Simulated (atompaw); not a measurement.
Cutoff test, magnesium, PAW (atompaw)

```json
{
  "Element": "magnesium",
  "Generator": "atompaw 4.2.0.5",
  "Type": "PAW",
  "Functional": "LDA (PW92)",
  "Relativity": "scalar-relativistic",
  "Frozen core": "[He]",
  "Valence charge": "10",
  "Reference configuration": "2s2 2p6 3s2 3p0",
  "Partial waves": "2s (bound): rc 1.05 bohr; 3s (bound): rc 1.50 bohr; 2p (bound): rc 0.70 bohr; 3p (bound, empty): rc 1.50 bohr",
  "Local potential": "ultrasoft scheme with l = 2 at 0 Ry, radius 1.15 bohr",
  "Core correction": "smooth core density matched at 1.20 bohr",
  "Augmentation charge": "besselshape compensation charge, radius 1.10 bohr; PAW radius 1.50 bohr; waves and projectors: modrrkj vanderbiltortho"
}
```

The pseudo-atom Hamiltonian at the reference potential is diagonalised in spherical Bessel functions j_l(qr) that vanish at 20 bohr, with q² up to the cutoff. All-electron valence levels (Ry): 2s -5.8282, 3s -0.3515, 2p -3.4343, 3p -0.1010.

Question: How do the lowest levels (Ry) of each channel move with the cutoff, and are there ghosts?

Answer:

```csv
cutoff (Ry),s #1,s #2,p #1,p #2,d #1,d #2,f #1,Σ f·Δε (mRy)
8,-1.1665,-0.1469,-0.0859,0.0498,0.0549,0.1346,0.1093,29823.0
21,-5.4836,-0.3505,-0.1004,0.0465,0.0548,0.1343,0.1093,20694.4
50,-5.8271,-0.3515,-2.3567,-0.1009,0.0548,0.1343,0.1093,6467.8
90,-5.8282,-0.3515,-3.3724,-0.1010,0.0548,0.1343,0.1093,371.2
180,-5.8282,-0.3515,-3.4328,-0.1010,0.0548,0.1343,0.1093,8.7
350,-5.8282,-0.3515,-3.4342,-0.1010,0.0548,0.1343,0.1093,0.3
400,-5.8282,-0.3515,-3.4343,-0.1010,0.0548,0.1343,0.1093,0.0
```

Result: no extra level below or beside the all-electron valence levels (s, p, d, f tested); 10 mRy is reached at 160 Ry and 1 mRy at 260 Ry.
